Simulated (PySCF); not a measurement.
Worked example: chemical shift, span and skew from a shielding tensor

CH₇ClFNSi₂, SMILES Cl[Si@@H]([SiH2]NC)F. Atoms are numbered in the order given.

```xyz
13

C     -3.2398    -1.0913    -0.5772
N     -1.7860    -1.0672    -0.5657
Si    -0.8119     0.2670    -1.0920
Si     1.2679     0.0080    -0.0416
F      2.3034     1.1538    -0.5621
Cl     1.0146     0.2593     2.0034
H     -3.6324    -1.7172     0.2422
H     -3.6747    -1.4649    -1.5253
H     -3.6287    -0.0729    -0.4186
H     -1.3677    -1.9928    -0.5674
H     -1.4522     1.5265    -0.6167
H     -0.5990     0.4043    -2.5726
H      1.9335    -1.3075    -0.2450
```

The structure is a stationary point at B3LYP-D3(BJ)/def2-SVP. The structure was generated by enumeration; whether it is a known compound was not checked. One conformer was computed; it need not be the lowest.

GIAO shieldings from PBE/pcSseg-1 (PySCF), non-relativistic, no solvent. The symmetric part of the tensor of N2 has the principal values 216.3, 240.8, 309.9 ppm. The same nucleus in NH3 has σ = 267.0 ppm at this level (PySCF, at its B3LYP-D3(BJ)/def2-TZVP geometry). Without spin–orbit terms, shifts of atoms bonded to Cl or Br come out too high.

### Question
Work out the isotropic shielding, the ¹⁵N shift against NH3, the span and the skew.

### Answer

σ(iso) = (σ11 + σ22 + σ33)/3 = 255.7 ppm. δ = σ(ref) − σ(iso) = 267.0 − (255.7) = 11.3 ppm.
Span Ω = σ33 − σ11 = 93.6 ppm. Skew κ = 3(σ(iso) − σ22)/Ω = 0.48. Tumbling in solution averages the tensor to δ; in a static solid the shielding alone would spread this spin-1/2 line over Ω.
